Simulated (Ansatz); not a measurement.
Geometry optimisation, RHF/STO-3G (Ansatz 0.2.0).

input.yaml

```yaml
crystal:
  periodic: [false, false, false]
  atoms:
    - { symbol: C, position_ang: [-1.1102, -0.759, 0.6976] }
    - { symbol: "N", position_ang: [0.0703, -0.5159, -0.0924] }
    - { symbol: Si, position_ang: [1.432, -1.1748, 0.8403] }
    - { symbol: C, position_ang: [0.375, 0.9283, -0.3654] }
    - { symbol: Al, position_ang: [-0.8017, 1.5474, -1.9287] }
    - { symbol: H, position_ang: [-1.1155, -0.1737, 1.6658] }
    - { symbol: H, position_ang: [-1.3021, -1.7965, 0.8641] }
    - { symbol: H, position_ang: [-1.9995, -0.3226, 0.1145] }
    - { symbol: H, position_ang: [1.20498, -2.65204, 1.17055] }
    - { symbol: H, position_ang: [1.58924, -0.46397, 2.13013] }
    - { symbol: H, position_ang: [2.6976, -1.07282, 0.08833] }
    - { symbol: H, position_ang: [1.3658, 1.1062, -0.6791] }
    - { symbol: H, position_ang: [0.0539, 1.572, 0.52] }
    - { symbol: H, position_ang: [-0.6786, 0.8646, -3.3198] }
    - { symbol: H, position_ang: [-1.8461, 2.7326, -1.7052] }
basis:
  gaussian: { orbitals: STO-3G }
hamiltonian:
  xc: hf
relax:
  f_tol: 0.015
  max_steps: 40
```

Run as:

```bash
$ ansatz run input.yaml --threads 1 --pin off --max-ram 2048MiB --backend cpu --events-out ev --progress --plain --runs-dir out
```

Q: Where does it end, and by what steps?

A: The forces met the threshold. Limits of this set-up: minimal basis. After 10 steps the energy has fallen by 1.283 eV; H6 moved furthest, 0.36 Å.

| step | energy less start (eV) | largest force component (eV/Å) | accepted |
| --- | --- | --- | --- |
| 0 | 0.0000 | 6.186 | yes |
| 1 | -1.0971 | 1.923 | yes |
| 2 | -1.2602 | 0.314 | yes |
| 3 | -1.2736 | 0.172 | yes |
| 4 | -1.2796 | 0.115 | yes |
| 5 | -1.2784 | 0.198 | no |
| 6 | -1.2821 | 0.019 | yes |
| 7 | -1.2828 | 0.015 | yes |
| 8 | -1.2831 | 0.020 | yes |
| 9 | -1.2834 | 0.018 | yes |
| 10 | -1.2834 | 0.009 | yes |

```xyz
15
Properties=species:S:1:pos:R:3
C -1.167 -0.669 0.554
N 0.184 -0.462 -0.004
Si 1.484 -1.180 0.937
C 0.388 0.956 -0.429
Al -0.894 1.485 -1.757
H -1.375 -0.067 1.446
H -1.312 -1.715 0.820
H -1.932 -0.417 -0.186
H 1.186 -2.554 1.152
H 1.646 -0.549 2.206
H 2.696 -1.050 0.204
H 1.392 1.023 -0.846
H 0.386 1.623 0.439
H -0.875 0.847 -3.087
H -1.872 2.548 -1.449
```

Time of the run: 15 s on 1 thread of Arm Neoverse V2, on a shared host, peak memory 0.13 GiB.
